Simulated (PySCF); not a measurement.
Order these species by their calculated properties.

Species are written as SMILES; each is one conformer at its optimised geometry, gas phase, non-relativistic unless stated; the electronic structure was computed with PySCF and density fitting.

The conformers computed, where there is a choice (atom-mapped SMILES and torsion angles):
- `[CH3:1][C:2]1=[C:3]([CH3:4])[P:5]1[C:6]([F:7])=[C:8]([F:9])[F:10]`: C3–P5–C6–F7 -19°
- `[CH:1]#[C:2][C:3]#[C:4][c:5]1[cH:6][cH:7][cH:8][c:9]([O:10][CH3:11])[cH:12]1`: C8–C9–O10–C11 180°
- `[CH:1]#[C:2][C:3]#[C:4][SiH2:5][Si@H:6]([PH2:7])[O:8][CH3:9]`: C4–Si5–Si6–P7 170°, Si5–Si6–O8–C9 -58°, H–P7–Si6–Si5 57°, H–P7–Si6–Si5 -36°
- `[N:1]#[C:2][C:3]([C:4]#[N:5])=[CH:6][CH2:7]/[CH:8]=[CH:9]/[F:10]`: C3–C6–C7–C8 111°, C6–C7–C8–C9 -112°
- `[O:1]=[C:2]1[CH2:3][C@H:4]([CH:5]([F:6])[F:7])[O:8]1`: C3–C4–C5–F6 92°
- `[CH3:1][C:2]([CH3:3])([CH3:4])[CH2:5][C:6](=[O:7])[O:8][SiH3:9]`: C1–C2–C5–C6 51°, C2–C5–C6–O7 77°, C5–C6–O8–Si9 175°
- `[N:1]#[C:2][SiH2:3][CH2:4][SiH3:5]`: C2–Si3–C4–Si5 62°

(1) Rank by HOMO–LUMO gap, highest first (PBE0/pcSseg-1 at GFN2-xTB geometries).
A. `N#CC(C#N)=CC/C=C/F`
B. `O=C1C[C@H](C(F)F)O1`
C. `CC1=C(C)P1C(F)=C(F)F`
D. `CO[Si@H]([SiH2]C#CC#C)P`
E. `CC(C)(C)CC(=O)O[SiH3]`
F. `C#CC#CC1=CC(OC)=CC=C1`

(2) Give the two extremes of that set in kcal/mol.

(3) Rank by dipole moment, lowest first (PBE0/pcSseg-1 at GFN2-xTB geometries).
A. `N#CC(C#N)=CC/C=C/F`
B. `CC(C)(C)CC(=O)O[SiH3]`
C. `C1(P(C(=C(F)F)F)C=1C)C`
D. `C#CC#C[SiH2][Si@H](P)OC`

(4) By how much do the two ends of that ranking differ?

(5) Rank by smallest rotational constant, lowest first (GFN2-xTB).
A. `C(=C(F)F)(P1C(=C1C)C)F`
B. `CC(C)(C)CC(=O)O[SiH3]`
C. `C1=CC=C2N=CC=NC2=C1`
D. `N#C[SiH2]C[SiH3]`
E. `N#CC(C#N)=CC/C=C/F`
F. `C([C@H]1CC(O1)=O)(F)F`

(6) Rank by HOMO energy, lowest first (PBE0/pcSseg-1 at GFN2-xTB geometries).
A. `C#CC#C[SiH2][Si@H](P)OC`
B. `N#CC(C#N)=CC/C=C/F`
C. `O=C1C[C@H](C(F)F)O1`
D. `CC(C)(C)CC(=O)O[SiH3]`
E. `C#CC#CC1=CC(OC)=CC=C1`
F. `CC1=C(C)P1C(F)=C(F)F`

## Answers

(1) B (8.46 eV), E (7.97 eV), C (6.60 eV), D (5.75 eV), A (5.39 eV), F (4.94 eV).

(2) `C#CC#Cc1cccc(OC)c1`: 114 kcal/mol; `O=C1C[C@H](C(F)F)O1`: 195 kcal/mol.

(3) D (1.46 D), B (1.71 D), C (2.92 D), A (4.67 D).

(4) By 3.21 D, between `N#CC(C#N)=CC/C=C/F` and `C#CC#C[SiH2][Si@H](P)OC`.

(5) E (0.570 GHz), A (0.633 GHz), B (0.694 GHz), C (0.939 GHz), F (1.209 GHz), D (1.359 GHz).

(6) C (-8.59 eV), B (-8.12 eV), D (-7.98 eV), A (-7.17 eV), F (-6.87 eV), E (-6.52 eV).
